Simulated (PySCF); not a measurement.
An excited-state job on 4-vinylpyridine (`C=CC1=CC=NC=C1`).

Computed with TDDFT wB97X-D/def2-SVPD, vertical, gas phase, core orbitals frozen in the response (PySCF 2.14.0, density-fitted response routines). Geometry: GFN2-xTB. The input is one job of a driver script: a line of settings, then coordinates in Å.

Input:
```
{"job": {"kind": "uv", "xc": "wB97X-D", "basis": "def2-SVPD", "nstates": 8, "ntriplets": 3}, "charge": 0, "multiplicity": 1}
C     -2.444062     0.997780     0.052456
C     -1.693337    -0.069347    -0.190479
C     -0.242397    -0.150274    -0.070378
C      0.564504     0.918567     0.326286
C      1.933032     0.731742     0.406934
N      2.538005    -0.411440     0.128597
C      1.780912    -1.428332    -0.247837
C      0.404122    -1.353774    -0.363303
H     -3.513734     0.967502    -0.063175
H     -2.032266     1.939039     0.373542
H     -2.168184    -0.988667    -0.511160
H      0.138982     1.879327     0.568603
H      2.585564     1.540236     0.711158
H      2.309525    -2.347167    -0.467360
H     -0.165079    -2.217203    -0.675795
```

Output:
```
coarse grid: 13008 points
cycle   1  E = -325.2525664600  dE =  1.661e+00  |g| = 3.365e-01  |ddm| = 1.071e+01
cycle   2  E = -325.2688029258  dE = -1.624e-02  |g| = 3.014e-01  |ddm| = 3.612e+00
cycle   3  E = -325.2870680795  dE = -1.827e-02  |g| = 6.288e-02  |ddm| = 2.254e+00
cycle   4  E = -325.2879643595  dE = -8.963e-04  |g| = 2.697e-02  |ddm| = 4.274e-01
cycle   5  E = -325.2881589733  dE = -1.946e-04  |g| = 6.368e-03  |ddm| = 1.113e-01
cycle   6  E = -325.2881711802  dE = -1.221e-05  |g| = 1.899e-03  |ddm| = 3.560e-02
cycle   7  E = -325.2881725362  dE = -1.356e-06  |g| = 7.515e-04  |ddm| = 1.349e-02
final grid: 127056 points
cycle   8  E = -325.3403454329  dE = -8.783e-05  |g| = 4.266e-03  |ddm| = 3.043e-01
cycle   9  E = -325.3403463939  dE = -9.610e-07  |g| = 4.412e-03  |ddm| = 2.969e-02
cycle  10  E = -325.3403503600  dE = -3.966e-06  |g| = 6.074e-04  |ddm| = 3.383e-02
cycle  11  E = -325.3403504561  dE = -9.611e-08  |g| = 3.431e-04  |ddm| = 4.779e-03
cycle  12  E = -325.3403504914  dE = -3.530e-08  |g| = 7.150e-05  |ddm| = 3.485e-03
cycle  13  E = -325.3403504937  dE = -2.242e-09  |g| = 3.042e-05  |ddm| = 7.919e-04
cycle  14  E = -325.3403504942  dE = -5.834e-10  |g| = 1.122e-05  |ddm| = 3.692e-04
converged SCF energy = -325.3403504942

Static polarisability (au): isotropic 89.008, principal 51.648 90.807 124.569

Singlet excitations
state   eV       nm        f      main configurations
  1   4.7713    259.9   0.00288   H-1->L 0.90, H-1->L+4 0.09
  2   5.2232    237.4   0.04421   H-2->L 0.70, H->L+1 0.23
  3   5.3511    231.7   0.34543   H->L 0.93
  4   5.3853    230.2   0.00012   H-1->L+1 0.99
  5   6.5516    189.2   0.20884   H->L+1 0.72, H-2->L 0.21
  6   6.7722    183.1   0.44310   H-2->L+1 0.82
  7   7.2221    171.7   0.00030   H-4->L 0.93
  8   7.3853    167.9   0.00917   H->L+2 0.88

Triplet excitations (Tamm-Dancoff, eV): 3.4473 4.1896 4.4264
```

The SCF starts on a coarse grid where the log names one; the energy can jump when the final grid takes over, and dE then counts from the start density on the new grid. H and L stand for HOMO and LUMO; the number after each pair is its weight.

Question: Which computed singlet has the largest oscillator strength, and what do all of them sum to?

Answer: State 6 at 6.77 eV (183 nm), f = 0.443; the 8 states sum to 1.054.

In short: HOMO -9.06 eV, LUMO 0.08 eV; lowest singlet 4.77 eV; lowest triplet 3.45 eV (Tamm–Dancoff); mean polarisability 89.0 au.

Question: How long does this job take on one thread, Arm Neoverse V2 (shared host)?

Answer: About 40 s.

One conformer stands for the species.
Labels such as C1 count atoms from 1, the log's own numbers from 0.

The pairwise dispersion term of wB97X-D wasn't added to the energies; at a given geometry it leaves orbitals and properties as they are.
